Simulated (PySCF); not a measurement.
# Mayer bond orders and bond lengths

Species: C₅H₅FNOP.
Atom-mapped SMILES: `[CH3:1][O:2][c:3]1[n:4][cH:5][cH:6][p:7][c:8]1[F:9]` (hydrogens: H10, H11, H12 on C1; H13 on C5; H14 on C6)

Structure used (GFN2-xTB), in Å, numbered top down from 1:
```xyz
14
C5H5FNOP angstrom
C      2.405   -0.457   -0.221
O      1.602    0.627    0.204
C      0.278    0.442    0.159
N     -0.191   -0.711   -0.280
C     -1.493   -0.945   -0.345
C     -2.506   -0.087    0.010
P     -2.256    1.518    0.634
C     -0.527    1.507    0.594
F      0.103    2.627    1.019
H      2.189   -0.715   -1.260
H      3.434   -0.119   -0.117
H      2.225   -1.336    0.402
H     -1.735   -1.933   -0.722
H     -3.529   -0.418   -0.099
```

Bond orders from the PBE0/pcSseg-1 density (PySCF). The structure is a single GFN2-xTB conformer in the gas phase; no vibrational or solvent corrections.

(1) How far do the computed orders between heavy atoms stray from the drawn ones?

(2) Set the Mayer orders of the bonds beside their lengths.

Answers

(1) The largest departure is 0.301, at C8–C3 (drawn aromatic, 1.199), counting aromatic bonds as 1.5. The bonds drawn aromatic range from 1.20 to 1.47.

(2) 
| bond | drawn as | length (Å) | Mayer order |
| --- | --- | --- | --- |
| C1–O2 | single | 1.414 | 0.881 |
| O2–C3 | single | 1.338 | 1.088 |
| C3–N4 | aromatic | 1.320 | 1.408 |
| N4–C5 | aromatic | 1.325 | 1.466 |
| C5–C6 | aromatic | 1.374 | 1.448 |
| C6–P7 | aromatic | 1.741 | 1.259 |
| P7–C8 | aromatic | 1.729 | 1.369 |
| C8–F9 | single | 1.353 | 0.927 |
| C8–C3 | aromatic | 1.403 | 1.199 |
| C1–H10 | single | 1.092 | 0.963 |
| C1–H11 | single | 1.088 | 0.966 |
| C1–H12 | single | 1.092 | 0.964 |
| C5–H13 | single | 1.084 | 0.965 |
| C6–H14 | single | 1.081 | 0.936 |

By pair of heavy elements: C–O: lowest C1–O2 (0.881, 1.414 Å), highest O2–C3 (1.088, 1.338 Å). C–N: lowest C3–N4 (1.408, 1.320 Å), highest N4–C5 (1.466, 1.325 Å); in 1 of the 1 pairs the longer bond (by over 0.003 Å) has the higher order (by 0.02 or more). C–C: lowest C8–C3 (1.199, 1.403 Å), highest C5–C6 (1.448, 1.374 Å). C–P: lowest C6–P7 (1.259, 1.741 Å), highest P7–C8 (1.369, 1.729 Å).

Question: Sum the orders of all bonds at each heavy atom with more than one neighbour and set the sums beside the valence in the SMILES.

Answer: C1 3.774 (drawn 4), O2 1.969 (drawn 2), C3 3.695 (drawn 4), N4 2.874 (drawn 3), C5 3.879 (drawn 4), C6 3.643 (drawn 4), P7 2.628 (drawn 3), C8 3.495 (drawn 4). Orders between atoms that aren't bonded are not in these sums.

For a closed shell the Mayer order of atoms A and B is Σ (PS)μν (PS)νμ over the basis functions μ on A and ν on B, with P the density and S the overlap matrix.

These values come from a run that also computed NMR shieldings. Hardware: Arm Neoverse V1, one thread, shared host. Cost: 33 s wall (with the writing of density and orbital grids), 0.88 GiB resident at most.
